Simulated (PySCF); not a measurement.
# Computed records: AlH2NSi, BClH5NSi, AlH3O2, BH4O and others

All values are calculated (PySCF 2.14.0). Calculation on a computer-drawn molecule: optimised geometry and harmonic frequencies of an isolated molecule of the commonest isotopes, restricted reference for singlets and unrestricted otherwise, frozen core in MP2.

(1) AlH2NSi

Start structure:
```xyz
5
AlH2NSi
Al    -0.9978     1.5369    -2.0998
N     -1.2211     0.2277    -1.1238
Si    -0.6826     0.0666     0.4872
H     -1.0600     2.4606    -3.4410
H     -1.3387    -1.2820     0.7020
```

```
charge                                        : 0
multiplicity                                  : 1
method                                        : HF
basis                                         : cc-pV(D+d)Z
rotational constants                          : 226.9, 3.061, 3.02 GHz
total energy                                  : -586.4013 hartree
convergence status largest gradient component : 3.795e-05 hartree/bohr
```

Drawn bonds:
| atom | other atom | order |
| --- | --- | --- |
| 1 | 2 | 2 |
| 2 | 3 | 1 |
| 1 | 4 | 1 |
| 3 | 5 | 1 |

Optimised structure:
```xyz
5
AlH2NSi
Al    -1.0581     1.4980    -2.2307
N     -0.9232     0.6440    -0.8468
Si    -0.6644    -0.0835     0.6504
H     -1.1692     2.3291    -3.5359
H     -1.4853    -1.3779     0.4876
```

Modes:
| frequency (cm⁻¹) | reduced mass (dalton) |
| --- | --- |
| 121 | 5.261 |
| 139.7 | 6.293 |
| 444.7 | 1.13 |
| 490.6 | 1.185 |
| 608.7 | 12.3 |
| 916.1 | 1.146 |
| 1347 | 12.51 |
| 1982 | 1.044 |
| 2120 | 1.053 |

(2) BClH5NSi

Start structure:
```xyz
9
BClH5NSi
B     -3.1713    -1.6610     0.2131
N     -2.2520    -1.4115     1.2626
Si    -0.5466    -1.9497     1.2199
Cl     0.1811    -1.3251     2.9866
H     -4.2516    -1.1000     0.3467
H     -2.8864    -2.2111    -0.7850
H     -2.5192    -0.8606     2.0624
H      0.1473    -1.3110     0.1764
H     -0.5779    -3.4239     1.2153
```

```
charge                                        : 0
multiplicity                                  : 1
method                                        : HF
basis                                         : cc-pV(D+d)Z
rotational constants                          : 11.01, 2.261, 2.054 GHz
total energy                                  : -830.6040 hartree
convergence status largest gradient component : 3.685e-06 hartree/bohr
```

Drawn bonds:
| atom | other atom | order |
| --- | --- | --- |
| 1 | 2 | 1 |
| 2 | 3 | 1 |
| 3 | 4 | 1 |
| 1 | 5 | 1 |
| 1 | 6 | 1 |
| 2 | 7 | 1 |
| 3 | 8 | 1 |
| 3 | 9 | 1 |

Optimised structure:
```xyz
9
BClH5NSi
B     -3.2725    -1.7913     0.4498
N     -2.1198    -1.1428     0.9403
Si    -0.5539    -1.8308     1.1833
Cl    -0.1926    -2.1771     3.1978
H     -4.3017    -1.1813     0.3547
H     -3.2078    -2.9454     0.1268
H     -2.2345    -0.1819     1.2095
H      0.4854    -0.8857     0.7500
H     -0.4791    -3.1176     0.4858
```

Modes:
| frequency (cm⁻¹) | reduced mass (dalton) |
| --- | --- |
| 59.51 | 2.809 |
| 201.6 | 2.271 |
| 297 | 2.324 |
| 366.3 | 1.882 |
| 550.2 | 11.46 |
| 650.7 | 1.377 |
| 768.4 | 2.036 |
| 788 | 1.288 |
| 845.8 | 1.077 |
| 970.7 | 1.123 |
| 1021 | 1.074 |
| 1039 | 1.41 |
| 1103 | 1.359 |
| 1222 | 1.602 |
| 1364 | 1.292 |
| 1477 | 2.063 |
| 2364 | 1.039 |
| 2393 | 1.043 |
| 2673 | 1.054 |
| 2744 | 1.131 |
| 3786 | 1.075 |

(3) AlH3O2

Start structure:
```xyz
6
AlH3O2
O     -2.0789     0.0783    -1.3579
Al    -1.0197     0.8991    -0.3410
O     -1.5233     1.2476     1.2304
H     -2.9491    -0.2253    -1.1600
H      0.3885     1.3069    -0.8895
H     -1.0609     1.6931     1.9194
```

```
charge                                        : 0
multiplicity                                  : 1
method                                        : MP2
basis                                         : cc-pV(D+d)Z
rotational constants                          : 29.57, 6.569, 5.375 GHz
total energy                                  : -393.9552 hartree
convergence status largest gradient component : 3.443e-05 hartree/bohr
```

Drawn bonds:
| atom | other atom | order |
| --- | --- | --- |
| 1 | 2 | 1 |
| 2 | 3 | 1 |
| 1 | 4 | 1 |
| 2 | 5 | 1 |
| 3 | 6 | 1 |

Optimised structure:
```xyz
6
AlH3O2
O     -2.0672     0.0669    -1.4031
Al    -1.0250     0.8979    -0.3372
O     -1.5694     1.2346     1.2506
H     -2.9473    -0.2126    -1.1280
H      0.3884     1.3129    -0.8731
H     -1.0229     1.7000     1.8921
```

Modes:
| frequency (cm⁻¹) | reduced mass (dalton) |
| --- | --- |
| 246.8 | 4.005 |
| 338 | 1.087 |
| 383.4 | 1.288 |
| 528.9 | 1.23 |
| 576.5 | 1.104 |
| 640.9 | 1.456 |
| 700.4 | 1.383 |
| 794.3 | 3.01 |
| 930 | 6.336 |
| 2018 | 1.044 |
| 3933 | 1.067 |
| 3944 | 1.067 |

(4) BH4O

Start structure:
```xyz
6
BH4O
B     -1.4903     0.9567     0.7668
O     -0.0485     0.7497     0.6614
H     -1.6549     2.1105     1.3047
H     -2.0892     0.1103     1.4633
H     -2.0021     1.0452    -0.3667
H      0.0289    -0.1701     0.2709
```

```
charge                                        : -1
multiplicity                                  : 1
method                                        : HF
basis                                         : aug-cc-pVDZ
rotational constants                          : 102.3, 22.09, 21.39 GHz
total energy                                  : -101.8927 hartree
convergence status largest gradient component : 3.327e-05 hartree/bohr
```

Drawn bonds:
| atom | other atom | order |
| --- | --- | --- |
| 1 | 2 | 1 |
| 1 | 3 | 1 |
| 1 | 4 | 1 |
| 1 | 5 | 1 |
| 2 | 6 | 1 |

Optimised structure:
```xyz
6
BH4O
B     -1.5056     0.9960     0.7695
O     -0.0297     0.6950     0.6736
H     -1.6466     2.1087     1.3135
H     -2.1076     0.1221     1.4549
H     -2.0423     1.0244    -0.3738
H      0.0757    -0.1440     0.2626
```

Modes:
| frequency (cm⁻¹) | reduced mass (dalton) |
| --- | --- |
| 254.9 | 1.063 |
| 868.8 | 4.433 |
| 891.2 | 1.169 |
| 1007 | 1.278 |
| 1194 | 1.164 |
| 1231 | 1.093 |
| 1250 | 1.164 |
| 1271 | 1.191 |
| 2112 | 1.093 |
| 2184 | 1.075 |
| 2299 | 1.047 |
| 4191 | 1.066 |

(5) B3H6N

Start structure:
```xyz
10
B3H6N
B     -1.5501     1.7066     1.9538
B     -0.8117     2.5230     0.6695
N     -0.5291     1.7393    -0.4947
B     -0.7447     0.3786    -0.8021
H     -0.8649     1.2919     2.8333
H     -2.6718     1.6403     2.1446
H     -0.5090     3.6012     0.6712
H     -0.1178     2.3367    -1.2069
H     -0.4800     0.0213    -1.8913
H     -1.2657    -0.2266    -0.0315
```

```
charge                                        : 0
multiplicity                                  : 1
method                                        : HF
basis                                         : cc-pVDZ
rotational constants                          : 15.87, 5.458, 4.204 GHz
total energy                                  : -132.0299 hartree
convergence status largest gradient component : 1.165e-05 hartree/bohr
```

Drawn bonds:
| atom | other atom | order |
| --- | --- | --- |
| 1 | 2 | 1 |
| 2 | 3 | 1 |
| 3 | 4 | 1 |
| 1 | 5 | 1 |
| 1 | 6 | 1 |
| 2 | 7 | 1 |
| 3 | 8 | 1 |
| 4 | 9 | 1 |
| 4 | 10 | 1 |

Optimised structure:
```xyz
10
B3H6N
B     -1.5287     1.7120     2.0036
B     -0.8139     2.4721     0.6587
N     -0.5123     1.7955    -0.5636
B     -0.7541     0.4292    -0.8346
H     -0.8666     1.2202     2.8804
H     -2.7221     1.6923     2.1606
H     -0.5377     3.6476     0.7174
H     -0.0917     2.3362    -1.2943
H     -0.4600    -0.0393    -1.8997
H     -1.2577    -0.2534     0.0174
```

Modes:
| frequency (cm⁻¹) | reduced mass (dalton) |
| --- | --- |
| 168.9 | 2.606 |
| 225.9 | 1.675 |
| 298.1 | 1.188 |
| 352.8 | 1.134 |
| 477 | 2.526 |
| 573.8 | 1.122 |
| 762.2 | 2.572 |
| 909.5 | 1.216 |
| 971.8 | 1.457 |
| 996.4 | 1.585 |
| 1007 | 1.472 |
| 1062 | 1.453 |
| 1105 | 1.373 |
| 1234 | 1.404 |
| 1259 | 1.236 |
| 1381 | 1.532 |
| 1394 | 2.46 |
| 1559 | 1.912 |
| 2630 | 1.083 |
| 2656 | 1.06 |
| 2666 | 1.061 |
| 2714 | 1.121 |
| 2734 | 1.129 |
| 3812 | 1.076 |

(6) BCl2HO

Start structure:
```xyz
5
BCl2HO
O     -2.5887     2.2772    -1.6058
B     -1.7587     2.0412    -0.5463
Cl    -0.8668     0.5176    -0.3931
Cl    -1.6038     3.2654     0.6624
H     -2.6699     1.5620    -2.2517
```

```
charge                                        : 0
multiplicity                                  : 1
method                                        : HF
basis                                         : cc-pV(D+d)Z
rotational constants                          : 7.146, 3.09, 2.157 GHz
total energy                                  : -1019.2953 hartree
convergence status largest gradient component : 1.904e-05 hartree/bohr
```

Drawn bonds:
| atom | other atom | order |
| --- | --- | --- |
| 1 | 2 | 1 |
| 2 | 3 | 1 |
| 2 | 4 | 1 |
| 1 | 5 | 1 |

Optimised structure:
```xyz
5
BCl2HO
O     -2.5886     2.2680    -1.5966
B     -1.7785     2.0406    -0.5650
Cl    -0.8842     0.5181    -0.4188
Cl    -1.6008     3.2789     0.6675
H     -2.6358     1.5579    -2.2216
```

Modes:
| frequency (cm⁻¹) | reduced mass (dalton) |
| --- | --- |
| 282.1 | 20.62 |
| 383.1 | 6.402 |
| 533.6 | 2.764 |
| 589.3 | 14.57 |
| 614.4 | 1.558 |
| 921.9 | 2.923 |
| 1219 | 1.679 |
| 1439 | 10.28 |
| 4148 | 1.066 |

(7) AlBH3O

Start structure:
```xyz
6
AlBH3O
O      0.6729     2.1328     2.7139
B      0.6105     1.3489     1.6296
Al     1.1089     0.6333    -0.1562
H      1.5021     2.7316     3.0034
H      2.4044     0.8753    -1.0219
H      0.2289    -0.4231    -0.8663
```

```
charge                                        : 0
multiplicity                                  : 2
method                                        : HF
basis                                         : cc-pV(D+d)Z
rotational constants                          : 110.2, 3.784, 3.694 GHz
total energy                                  : -343.1949 hartree
spin squared                                  : 0.7575
convergence status largest gradient component : 2.231e-05 hartree/bohr
```

Drawn bonds:
| atom | other atom | order |
| --- | --- | --- |
| 1 | 2 | 1 |
| 2 | 3 | 1 |
| 1 | 4 | 1 |
| 3 | 5 | 1 |
| 3 | 6 | 1 |

Optimised structure:
```xyz
6
AlBH3O
O      0.7306     2.4464     2.5158
B      0.9138     1.7118     1.4438
Al     1.1696     0.6033    -0.2435
H      1.1787     2.1506     3.2992
H      2.3742     0.9676    -1.1974
H      0.1608    -0.5809    -0.5153
```

Modes:
| frequency (cm⁻¹) | reduced mass (dalton) |
| --- | --- |
| 177.4 | 5.926 |
| 254.5 | 2.172 |
| 481 | 1.088 |
| 504 | 8.105 |
| 521.8 | 1.122 |
| 548.3 | 1.761 |
| 800.3 | 1.074 |
| 1034 | 1.184 |
| 1519 | 10.47 |
| 1988 | 1.062 |
| 1991 | 1.022 |
| 4088 | 1.066 |

(8) AlHO2

Start structure:
```xyz
4
AlHO2
O     -0.0932    -3.7634    -2.3569
Al    -0.6108    -2.3953    -2.0993
O     -1.0887    -0.8460    -1.8212
H     -1.3952     0.0156    -1.7154
```

```
charge                                        : 0
multiplicity                                  : 1
method                                        : HF
basis                                         : cc-pV(D+d)Z
rotational constants                          : 2055, 5.707, 5.691 GHz
total energy                                  : -392.2533 hartree
convergence status largest gradient component : 3.674e-05 hartree/bohr
```

Drawn bonds:
| atom | other atom | order |
| --- | --- | --- |
| 1 | 2 | 2 |
| 2 | 3 | 1 |
| 3 | 4 | 1 |

Optimised structure:
```xyz
4
AlHO2
O     -0.1550    -3.8115    -2.4163
Al    -0.5616    -2.3337    -2.0622
O     -0.9585    -0.7890    -1.6622
H     -1.5129    -0.0548    -1.8521
```

Modes:
| frequency (cm⁻¹) | reduced mass (dalton) |
| --- | --- |
| 227.2 | 3.382 |
| 243.5 | 14.48 |
| 315.9 | 1.609 |
| 833.9 | 7.275 |
| 1269 | 16.17 |
| 4279 | 1.07 |
